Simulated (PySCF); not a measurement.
How methods differ on the excitation energy of Tl²⁺

Tl²⁺ [Xe] 4f14 5d10 6s1 (2S) → Tl²⁺ [Xe] 4f14 5d9 6s1 6p1 (high-spin determinant), as a difference of total energies. Computed with PySCF 2.14 in x2c-TZVPPall with one added diffuse shell each of s, p, d, f type (12s8p7d4f, 99 functions), with scalar relativity by spin-free X2C-1e. Correlated levels: valence and next inner shell: [Kr] 4d10 4f14 frozen. The calculations carry no spin-orbit coupling.

| method | excitation energy (eV) |
| --- | --- |
| UHF | 16.093 |
| MP2 (valence and next inner shell) | 17.228 |
| SCS-MP2 (valence and next inner shell) | 17.194 |
| CCSD (valence and next inner shell) | 16.931 |
| CCSD(T) (valence and next inner shell) | 16.937 |

Q: How much does correlation contribute at CCSD(T) (valence and next inner shell)?

A: 16.937 − (16.093) = 0.844 eV, measured against UHF.

A first-order spin-orbit estimate (lowest level to lowest level, LS coupling) adds -0.257 eV.

The determinant of the upper state mixes LS terms, which raises its energy above the lowest term, most at the Hartree-Fock and MP2 levels.
